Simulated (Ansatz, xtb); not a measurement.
Two isomers of BF4HSi

Structure X: `FB[Si](F)(F)F`, a singlet. Structure Y: `FB(F)[SiH](F)F`, a singlet. Both are isolated molecules in the gas phase, relaxed with B3LYP-D3(BJ)/def2-SVP; each stands in its lowest conformer found.

X (Å):

```yaml
atoms:
  - { symbol: B, position_ang: [0.8107, -0.0353, -0.2001] }
  - { symbol: F, position_ang: [1.0548, 0.5366, 0.9609] }
  - { symbol: F, position_ang: [-0.8646, 0.8753, -2.5124] }
  - { symbol: F, position_ang: [0.7472, 2.6839, -1.5853] }
  - { symbol: F, position_ang: [1.6823, 0.7010, -2.9717] }
  - { symbol: Si, position_ang: [0.5900, 1.1052, -1.8577] }
  - { symbol: H, position_ang: [0.7260, -1.2393, -0.2331] }
```

Y (Å):

```json
{"atom": "B", "x (Å)": "0.1234", "y (Å)": "0.2120", "z (Å)": "-0.9252"}
{"atom": "F", "x (Å)": "-2.0040", "y (Å)": "-1.4678", "z (Å)": "0.2894"}
{"atom": "F", "x (Å)": "0.1342", "y (Å)": "1.0141", "z (Å)": "-1.9738"}
{"atom": "F", "x (Å)": "-1.0490", "y (Å)": "0.4429", "z (Å)": "1.7947"}
{"atom": "F", "x (Å)": "1.2108", "y (Å)": "-0.4957", "z (Å)": "-0.6950"}
{"atom": "Si", "x (Å)": "-1.5057", "y (Å)": "0.0743", "z (Å)": "0.2842"}
{"atom": "H", "x (Å)": "-2.6543", "y (Å)": "0.9342", "z (Å)": "-0.0788"}
```

Quicker runs give these differences E(Y) − E(X): GFN2-xTB +12.29 kJ/mol; HF/STO-3G −112.78 kJ/mol (at GFN2-xTB geometries); r2SCAN-D4/def2-SVP −31.43 kJ/mol (at GFN2-xTB geometries).

Task: Estimate which is lower in electronic energy at CCSD(T)/def2-SVP + ΔMP2/def2-TZVPP, and by roughly how much.

Result: The CCSD(T)/def2-SVP + ΔMP2/def2-TZVPP calculation puts structure Y lower, by 4.23 kJ/mol.

Level by level:

```
                             level               geometry  E(Y) − E(X) (kJ/mol)  departure from the last row (kJ/mol)  job, with rough time for the two
                          GFN2-xTB               GFN2-xTB                  +12.29                                +16.52                 optimisation, 1 s
                         HF/STO-3G               GFN2-xTB                 −112.78                               −108.55               single point, 1.2 s
                r2SCAN-D4/def2-SVP               GFN2-xTB                  −31.43                                −27.20                single point, 10 s
             B3LYP-D3(BJ)/def2-SVP  B3LYP-D3(BJ)/def2-SVP                  −30.61                                −26.39             optimisation, 4.5 min
                       HF/def2-SVP  B3LYP-D3(BJ)/def2-SVP                  −24.77                                −20.54           part of the CCSD(T) run
                      MP2/def2-SVP  B3LYP-D3(BJ)/def2-SVP                  −25.64                                −21.42           part of the CCSD(T) run
                  CCSD(T)/def2-SVP  B3LYP-D3(BJ)/def2-SVP                  −27.40                                −23.18                      single point
CCSD(T)/def2-SVP + ΔMP2/def2-TZVPP  B3LYP-D3(BJ)/def2-SVP                   −4.23                                                      single point, 94 s
```

As drawn, Y has 1 B–F, 1 Si–H in place of 1 F–Si, 1 B–H.

GFN2-xTB puts the two in the other order. The largest departure from CCSD(T)/def2-SVP + ΔMP2/def2-TZVPP is that of HF/STO-3G, 108.55 kJ/mol. The last row adds to CCSD(T) the change of the MP2 difference between the two basis sets, here +23.18 kJ/mol, a large step that makes the value less sure.

With harmonic frequencies from B3LYP-D3(BJ)/def2-SVP (ideal gas, rigid rotor, one conformer each, 298.15 K, 1 atm): on the last row, ΔE + ΔZPE = −4.31 kJ/mol. A mode under 50 cm⁻¹ makes harmonic enthalpies and free energies unreliable, so none is given.

The correlated steps freeze 10 core orbitals. Run with Ansatz 0.2.0, xtb 6.7.1; the last row on 1 thread of AMD EPYC (Zen 3) on a shared host.
